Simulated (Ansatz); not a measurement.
# A relaxation, step by step

BH3Cl2O, singlet, PBE0-D4/def2-TZVP (Ansatz 0.2.0). Settings:

```yaml
hamiltonian: {xc: pbe0, dispersion: d4}
relax: {f_tol: 0.005, max_steps: 200}
```

Start, a step off a saddle point along its unstable mode:

```xyz
7
angstrom
B -0.3384 0.1106 -0.1359
H 0.0559 -1.2797 0.4744
Cl -0.0935 -0.2475 -1.8931
Cl -2.0448 0.1922 0.4215
H 0.4832 -0.7505 0.6887
O 0.6042 0.8791 0.5223
H 1.3334 1.0960 -0.0778
```

```tsv
step	energy less the last (meV)	largest force component (eV/Å)
1	1329.7	2.579
2	948.9	1.195
3	623.9	1.612
4	301.1	0.828
5	112.2	0.633
6	48.4	0.562
7	14.5	0.273
8	14.0	0.414
9	4.2	0.205
10	1.1	0.032
11	0.9	0.084
12	0.7	0.074
13	0.4	0.035
14 (rejected trial)	0.7	0.070
15	0.3	0.017
16 (rejected trial)	0.5	0.078
17	0.2	0.005
18 (rejected trial)	0.4	0.136
19	0.1	0.005
20	0.1	0.053
21	0.0	0.015
22	0.0	0.002
23	0.0	0.006
24	0.0	0.011
25	0.0	0.004
```

Step 3, positions (Å) and forces (eV/Å):

```
atom       x       y       z      Fx      Fy      Fz
  B1  -0.321   0.221  -0.160   0.003   1.612  -0.341
  H2  -0.031  -1.526   0.473   0.733   0.366   0.515
 Cl3  -0.051  -0.248  -1.872  -0.014  -0.056   0.319
 Cl4  -1.993   0.240   0.445   0.331  -0.151  -0.012
  H5   0.483  -1.022   0.792  -0.455  -1.107  -0.126
  O6   0.587   1.067   0.451  -0.685  -0.608  -0.365
  H7   1.326   1.269  -0.129   0.087  -0.057   0.010
```

Step 6, positions (Å) and forces (eV/Å):

| atom | x | y | z | Fx | Fy | Fz |
| --- | --- | --- | --- | --- | --- | --- |
| B1 | -0.423 | 0.549 | -0.324 | -0.143 | 0.140 | -0.249 |
| H2 | 0.093 | -1.930 | 0.647 | 0.562 | 0.409 | 0.438 |
| Cl3 | -0.080 | -0.121 | -1.923 | -0.071 | 0.002 | 0.108 |
| Cl4 | -2.004 | 0.383 | 0.392 | -0.073 | -0.076 | -0.029 |
| H5 | 0.595 | -1.495 | 1.038 | -0.497 | -0.524 | -0.362 |
| O6 | 0.496 | 1.265 | 0.332 | 0.400 | 0.070 | -0.072 |
| H7 | 1.323 | 1.349 | -0.162 | -0.178 | -0.021 | 0.166 |

Step 12, positions (Å) and forces (eV/Å):

```json
{"atom": "B1", "x": "-0.499", "y": "0.682", "z": "-0.394", "Fx": "-0.017", "Fy": "0.013", "Fz": "0.019"}
{"atom": "H2", "x": "0.414", "y": "-2.137", "z": "0.664", "Fx": "0.025", "Fy": "0.047", "Fz": "0.074"}
{"atom": "Cl3", "x": "-0.174", "y": "-0.068", "z": "-1.953", "Fx": "0.008", "Fy": "-0.008", "Fz": "-0.027"}
{"atom": "Cl4", "x": "-2.099", "y": "0.587", "z": "0.297", "Fx": "0.006", "Fy": "0.001", "Fz": "-0.002"}
{"atom": "H5", "x": "0.592", "y": "-1.740", "z": "1.274", "Fx": "-0.023", "Fy": "-0.051", "Fz": "-0.068"}
{"atom": "O6", "x": "0.457", "y": "1.336", "z": "0.280", "Fx": "0.014", "Fy": "0.002", "Fz": "0.010"}
{"atom": "H7", "x": "1.309", "y": "1.339", "z": "-0.166", "Fx": "-0.013", "Fy": "-0.004", "Fz": "-0.006"}
```

Last step (25):

B1  (-0.504, 0.691, -0.403)
H2  (0.508, -2.147, 0.676)
Cl3  (-0.194, -0.032, -1.980)
Cl4  (-2.097, 0.587, 0.300)
H5  (0.517, -1.765, 1.317)
O6  (0.461, 1.329, 0.274)
H7  (1.307, 1.337, -0.184)
(Å)

The run took about 61 s on 2 CPU threads of an Arm Neoverse V2 (shared host).
